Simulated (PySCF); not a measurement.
C4H10O, charge -1, doublet, at a GFN2-xTB geometry of the parent state (a state made from the parent by changing its charge; the spin is typed, not shown lowest) (in this run its highest filled SCF level lies above zero, so its values depend strongly on the basis, on diffuse functions most of all); MP2/3-21G in PySCF.

Input for PySCF:
```python
from pyscf import gto, scf, mp

mol = gto.M(
    atom='''
C    -0.09595435   -1.37900221   -0.63235794
C    -0.00858858    0.00214056    0.02848589
C    -0.50866758    1.07957765   -0.94154145
C     1.42871705    0.29720240    0.45618667
O    -0.78289461    0.02189772    1.21917324
H     0.54676794   -1.42221073   -1.50718596
H     0.21686821   -2.14623198    0.07195239
H    -1.11835375   -1.59064795   -0.94283205
H    -0.48794541    2.05242328   -0.45605771
H     0.12084258    1.11507526   -1.82626732
H    -1.53138047    0.86979942   -1.25225042
H     2.08967227    0.29979049   -0.40550846
H     1.76209921   -0.45800822    1.16245756
H     1.47267483    1.26612584    0.94563571
H    -1.70112776   -0.16080754    0.99203142
''',
    basis='3-21g',
    charge=-1,
    spin=1,
    verbose=4,
)

mf = scf.UHF(mol)
mf.kernel()

pt = mp.MP2(mf)
pt.kernel()
print('E(MP2) = %.10f' % pt.e_tot)
mf.analyze()
```

The log (banner, timings and long lists left out):

```
PySCF version 2.14.0

[INPUT] verbose = 4
[INPUT] num. atoms = 15
[INPUT] num. electrons = 43
[INPUT] charge = -1
[INPUT] spin (= nelec alpha-beta = 2S) = 1
[INPUT] symmetry False subgroup None
[INPUT] Mole.unit = angstrom
[INPUT] Symbol           X                Y                Z      unit          X                Y                Z       unit  Magmom
[INPUT]  1 C     -0.095954350000  -1.379002210000  -0.632357940000 AA   -0.181327441961  -2.605936502070  -1.194983319294 Bohr   0.0
[INPUT]  2 C     -0.008588580000   0.002140560000   0.028485890000 AA   -0.016230063999   0.004045072153   0.053830530514 Bohr   0.0
[INPUT]  3 C     -0.508667580000   1.079577650000  -0.941541450000 AA   -0.961242414645   2.040106088702  -1.779255475426 Bohr   0.0
[INPUT]  4 C      1.428717050000   0.297202400000   0.456186670000 AA    2.699883933997   0.561631139563   0.862067867977 Bohr   0.0
[INPUT]  5 O     -0.782894610000   0.021897720000   1.219173240000 AA   -1.479456397298   0.041380693552   2.303903521999 Bohr   0.0
[INPUT]  6 H      0.546767940000  -1.422210730000  -1.507185960000 AA    1.033241660293  -2.687588771118  -2.848168683190 Bohr   0.0
[INPUT]  7 H      0.216868210000  -2.146231980000   0.071952390000 AA    0.409821522025  -4.055790641983   0.135970311108 Bohr   0.0
[INPUT]  8 H     -1.118353750000  -1.590647950000  -0.942832050000 AA   -2.113382297880  -3.005888986101  -1.781694355962 Bohr   0.0
[INPUT]  9 H     -0.487945410000   2.052423280000  -0.456057710000 AA   -0.922083188639   3.878517890882  -0.861824168896 Bohr   0.0
[INPUT] 10 H      0.120842580000   1.115075260000  -1.826267320000 AA    0.228359380386   2.107186849678  -3.451145065043 Bohr   0.0
[INPUT] 11 H     -1.531380470000   0.869799420000  -1.252250420000 AA   -2.893889680808   1.643682687106  -2.366410333172 Bohr   0.0
[INPUT] 12 H      2.089672270000   0.299790490000  -0.405508460000 AA    3.948908280398   0.566521920849  -0.766299930594 Bohr   0.0
[INPUT] 13 H      1.762099210000  -0.458008220000   1.162457560000 AA    3.329884911212  -0.865510098600   2.196726419830 Bohr   0.0
[INPUT] 14 H      1.472674830000   1.266125840000   0.945635710000 AA    2.782952099240   2.392631076835   1.786992505509 Bohr   0.0
[INPUT] 15 H     -1.701127760000  -0.160807540000   0.992031420000 AA   -3.214665569295  -0.303882209365   1.874667690763 Bohr   0.0

nuclear repulsion = 199.913293823419
number of shells = 45
number of NR pGTOs = 105
number of NR cGTOs = 65
basis = 3-21g
ecp = {}

******** <class 'pyscf.scf.uhf.UHF'> ********
method = UHF
initial guess = minao
damping factor = 0
level_shift factor = 0
DIIS = <class 'pyscf.scf.diis.CDIIS'>
diis_start_cycle = 1
diis_space = 8
diis_damp = 0
SCF conv_tol = 1e-09
SCF conv_tol_grad = None
SCF max_cycles = 50
direct_scf = True
direct_scf_tol = 1e-13
number electrons alpha = 22  beta = 21
Set gradient conv threshold to 3.16228e-05
init E= -231.538411883402

cycle= 1 E= -230.563111148168  delta_E= 0.975  |g|= 0.405  |ddm|= 5.01
cycle= 2 E= -230.6254326602  delta_E= -0.0623  |g|= 0.23  |ddm|= 1.13
cycle= 3 E= -230.643670690104  delta_E= -0.0182  |g|= 0.0357  |ddm|= 0.394
cycle= 4 E= -230.644807126384  delta_E= -0.00114  |g|= 0.00858  |ddm|= 0.243
cycle= 5 E= -230.644942468708  delta_E= -0.000135  |g|= 0.0042  |ddm|= 0.118
cycle= 6 E= -230.645016777657  delta_E= -7.43e-05  |g|= 0.0022  |ddm|= 0.123
cycle= 7 E= -230.645052706449  delta_E= -3.59e-05  |g|= 0.00107  |ddm|= 0.115
cycle= 8 E= -230.645062053823  delta_E= -9.35e-06  |g|= 0.000581  |ddm|= 0.0615
cycle= 9 E= -230.645064874585  delta_E= -2.82e-06  |g|= 0.000396  |ddm|= 0.0308
cycle= 10 E= -230.645066209252  delta_E= -1.33e-06  |g|= 0.000267  |ddm|= 0.0199
cycle= 11 E= -230.645066963485  delta_E= -7.54e-07  |g|= 0.000128  |ddm|= 0.0217
cycle= 12 E= -230.645067111719  delta_E= -1.48e-07  |g|= 7.93e-05  |ddm|= 0.00884
cycle= 13 E= -230.645067162344  delta_E= -5.06e-08  |g|= 4.76e-05  |ddm|= 0.00508
cycle= 14 E= -230.64506718367  delta_E= -2.13e-08  |g|= 3.08e-05  |ddm|= 0.00301
cycle= 15 E= -230.645067193867  delta_E= -1.02e-08  |g|= 1.87e-05  |ddm|= 0.00208
cycle= 16 E= -230.645067197962  delta_E= -4.09e-09  |g|= 8.33e-06  |ddm|= 0.00188
cycle= 17 E= -230.645067198545  delta_E= -5.83e-10  |g|= 3.1e-06  |ddm|= 0.000583
Extra cycle  E= -230.64506719858  delta_E= -3.55e-11  |g|= 2.18e-06  |ddm|= 6.35e-05
converged SCF energy = -230.64506719858  <S^2> = 0.75378006  2S+1 = 2.0037765

******** <class 'pyscf.mp.ump2.UMP2'> ********
nocc = (np.int64(22), np.int64(21)), nmo = (65, 65)
E(UMP2) = -231.163647374199  E_corr = -0.518580175618854
E(SCS-UMP2) = -231.161567556075  E_corr = -0.516500357494874
E_corr(same-spin) = -0.122072138362789
E_corr(oppo-spin) = -0.396508037256065
E(MP2) = -231.1636473742
**** SCF Summaries ****
Total Energy =                        -230.645067198580193
Nuclear Repulsion Energy =             199.913293823419451
One-electron Energy =                 -717.753336932731145
Two-electron Energy =                  287.194975910731500
Two-electron Coulomb Energy =          319.854951234278076
DFT Exchange-Correlation Energy =      -32.659975323546576
**** MO energy ****
                             alpha | beta                alpha | beta
MO #1   energy= -20.1976554452225  | -20.190629278989   occ= 1 | 1
MO #2   energy= -11.0208479220407  | -11.0207185728878  occ= 1 | 1
MO #3   energy= -10.9623515808894  | -10.9597585523055  occ= 1 | 1
MO #4   energy= -10.9463246156992  | -10.9423587236853  occ= 1 | 1
MO #5   energy= -10.9459037317277  | -10.9419370868197  occ= 1 | 1
MO #6   energy= -1.13515365773264  | -1.11732097153989  occ= 1 | 1
MO #7   energy= -0.865677897116875 | -0.857273555574252 occ= 1 | 1
MO #8   energy= -0.751855148993841 | -0.743959333411293 occ= 1 | 1
MO #9   energy= -0.743421384391632 | -0.733605907601778 occ= 1 | 1
MO #10  energy= -0.567055898343256 | -0.55493648173772  occ= 1 | 1
MO #11  energy= -0.461800908717011 | -0.4494948742703   occ= 1 | 1
MO #12  energy= -0.425640884774684 | -0.417043365210335 occ= 1 | 1
MO #13  energy= -0.419876434185181 | -0.413429512051856 occ= 1 | 1
MO #14  energy= -0.368277390494695 | -0.363002178481716 occ= 1 | 1
MO #15  energy= -0.352907365875778 | -0.349965274626349 occ= 1 | 1
MO #16  energy= -0.336890164758579 | -0.332759368429886 occ= 1 | 1
MO #17  energy= -0.319789646142989 | -0.317671489061216 occ= 1 | 1
MO #18  energy= -0.297693055701833 | -0.293702039157359 occ= 1 | 1
MO #19  energy= -0.295084782252715 | -0.286728030769812 occ= 1 | 1
MO #20  energy= -0.246903809252377 | -0.237894935108894 occ= 1 | 1
MO #21  energy= -0.201578171047622 | -0.194349667914724 occ= 1 | 1
MO #22  energy= 0.217842538565822  | 0.43875118411818   occ= 1 | 0
MO #23  energy= 0.452208401701808  | 0.480214274240535  occ= 0 | 0
MO #24  energy= 0.470694894088269  | 0.503915568941663  occ= 0 | 0
MO #25  energy= 0.497535764484501  | 0.506860836074373  occ= 0 | 0
MO #26  energy= 0.499735264768163  | 0.526161661727598  occ= 0 | 0
MO #27  energy= 0.504783104070539  | 0.537543921301623  occ= 0 | 0
MO #28  energy= 0.513478441721248  | 0.55981018636921   occ= 0 | 0
MO #29  energy= 0.555864309242139  | 0.571501382063384  occ= 0 | 0
MO #30  energy= 0.559575900615678  | 0.578804936638867  occ= 0 | 0

To work with the spin densities directly, `use mulliken_meta_spin()` only printing them here.

 ** Mulliken spin pop alpha/beta on meta-lowdin orthogonal AOs **
 ** Mulliken Spin Density (per AO)  **
spin_pop of  0 C 1s        0.00001
spin_pop of  0 C 2s        0.03984
spin_pop of  0 C 3s        0.00326
spin_pop of  0 C 2px      -0.00772
spin_pop of  0 C 2py       0.03309
spin_pop of  0 C 2pz       0.02298
spin_pop of  0 C 3px       0.00011
spin_pop of  0 C 3py       0.00890
spin_pop of  0 C 3pz       0.00585
spin_pop of  1 C 1s        0.00000
spin_pop of  1 C 2s        0.00085
spin_pop of  1 C 3s        0.00006
spin_pop of  1 C 2px       0.00209
spin_pop of  1 C 2py      -0.00438
spin_pop of  1 C 2pz       0.01592
spin_pop of  1 C 3px       0.00005
spin_pop of  1 C 3py      -0.00013
spin_pop of  1 C 3pz       0.00042
spin_pop of  2 C 1s        0.00001
spin_pop of  2 C 2s        0.03984
spin_pop of  2 C 3s        0.00326
spin_pop of  2 C 2px      -0.00048
spin_pop of  2 C 2py       0.01309
spin_pop of  2 C 2pz       0.03575
spin_pop of  2 C 3px       0.00140
spin_pop of  2 C 3py       0.00417
spin_pop of  2 C 3pz       0.00929
spin_pop of  3 C 1s        0.00000
spin_pop of  3 C 2s        0.02783
spin_pop of  3 C 3s        0.00138
spin_pop of  3 C 2px       0.00898
spin_pop of  3 C 2py       0.00093
spin_pop of  3 C 2pz      -0.00335
spin_pop of  3 C 3px       0.00643
spin_pop of  3 C 3py       0.00016
spin_pop of  3 C 3pz       0.00003
spin_pop of  4 O 1s        0.00000
spin_pop of  4 O 2s        0.04640
spin_pop of  4 O 3s        0.00343
spin_pop of  4 O 2px       0.02832
spin_pop of  4 O 2py       0.00253
spin_pop of  4 O 2pz       0.01963
spin_pop of  4 O 3px       0.00472
spin_pop of  4 O 3py      -0.00003
spin_pop of  4 O 3pz       0.00035
spin_pop of  5 H 1s        0.05718
spin_pop of  5 H 2s        0.02378
spin_pop of  6 H 1s        0.00275
spin_pop of  6 H 2s        0.00598
spin_pop of  7 H 1s        0.03034
spin_pop of  7 H 2s        0.02776
spin_pop of  8 H 1s        0.00275
spin_pop of  8 H 2s        0.00598
spin_pop of  9 H 1s        0.05718
spin_pop of  9 H 2s        0.02378
spin_pop of  10 H 1s        0.03034
spin_pop of  10 H 2s        0.02776
spin_pop of  11 H 1s        0.04543
spin_pop of  11 H 2s        0.02280
spin_pop of  12 H 1s        0.00442
spin_pop of  12 H 2s        0.00518
spin_pop of  13 H 1s        0.00442
spin_pop of  13 H 2s        0.00518
spin_pop of  14 H 1s        0.18856
spin_pop of  14 H 2s        0.05318
 ** Mulliken Spin Density (per atom)  **
spin density of  0 C =      0.10632
spin density of  1 C =      0.01489
spin density of  2 C =      0.10632
spin density of  3 C =      0.04238
spin density of  4 O =      0.10536
spin density of  5 H =      0.08096
spin density of  6 H =      0.00873
spin density of  7 H =      0.05810
spin density of  8 H =      0.00873
spin density of  9 H =      0.08096
spin density of  10 H =      0.05810
spin density of  11 H =      0.06824
spin density of  12 H =      0.00959
spin density of  13 H =      0.00959
spin density of  14 H =      0.24173
 ** Mulliken pop alpha/beta on meta-lowdin orthogonal AOs **
 ** Mulliken pop       alpha | beta **
In total            22.00000 | 21.00000
 ** Mulliken atomic charges   ( Nelec_alpha | Nelec_beta ) **
charge of  0C =     -0.32731  (     3.21681      3.11049 )
charge of  1C =      0.26591  (     2.87449      2.85960 )
charge of  2C =     -0.32731  (     3.21681      3.11049 )
charge of  3C =     -0.27738  (     3.15988      3.11750 )
charge of  4O =     -0.61531  (     4.36033      4.25498 )
charge of  5H =     -0.00709  (     0.54402      0.46306 )
charge of  6H =      0.04463  (     0.48205      0.47332 )
charge of  7H =      0.01233  (     0.52288      0.46478 )
charge of  8H =      0.04463  (     0.48205      0.47332 )
charge of  9H =     -0.00709  (     0.54402      0.46306 )
charge of  10H =      0.01233  (     0.52288      0.46478 )
charge of  11H =      0.01064  (     0.52880      0.46056 )
charge of  12H =      0.05444  (     0.47758      0.46798 )
charge of  13H =      0.05444  (     0.47758      0.46798 )
charge of  14H =      0.06213  (     0.58980      0.34807 )

WARN: System has nonzero charge -1; the dipole moment is origin-dependent.
Location of origin: [0. 0. 0.]

Dipole moment(X, Y, Z, Debye):  1.24885,  0.18598, -0.18814
```
